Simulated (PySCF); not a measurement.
Predicted microwave data (PBE0-D3(BJ)/def2-SVP geometry optimisation, gas phase (PySCF)) for one isomer of [C4H6B]+:

```
Rotational constants                         : A = 11453, B = 3743, C = 2947 MHz
Dipole components (about the centre of mass) : |μa| = 0.43 D, |μb| = 0.94 D, |μc| = 0.00 D
Inertial defect                              : -7.66 u·Å²
κ                                            : -0.81
```

Question: Which structure is it? (One computed conformer of each.)
A. `[BH2:1][c:2]1[cH:3][c+:4]1[CH3:5]` (charge +1) with H–B1–C2–C3 90° and -90°
B. `[BH2:1][CH2:2][c+:3]1[cH:4][cH:5]1` (charge +1) with H–B1–C2–C3 3° and -178°, B1–C2–C3–C4 88°

Answer: A. It is Bc1c[c+]1C, an asymmetric top, point group Cs. The candidates at the same level (rigid rotor, commonest isotopes):

| SMILES | A (MHz) | B (MHz) | C (MHz) | μa (D) | μb (D) | μc (D) | Δ (u·Å²) | point group | rotor |
| --- | --- | --- | --- | --- | --- | --- | --- | --- | --- |
| BC[c+]1cc1 | 14631 | 3291 | 3253 | 2.42 | 0.10 | 0.26 | -32.75 | near Cs | – |
| Bc1c[c+]1C | 11453 | 3743 | 2947 | 0.43 | 0.94 | 0.00 | -7.66 | Cs | asymmetric top |

`BC[c+]1cc1` has A 28 % too high. In the right answer the mirror of this Cs structure is the ab plane, so μc vanishes by symmetry. No structure here is proved a minimum.
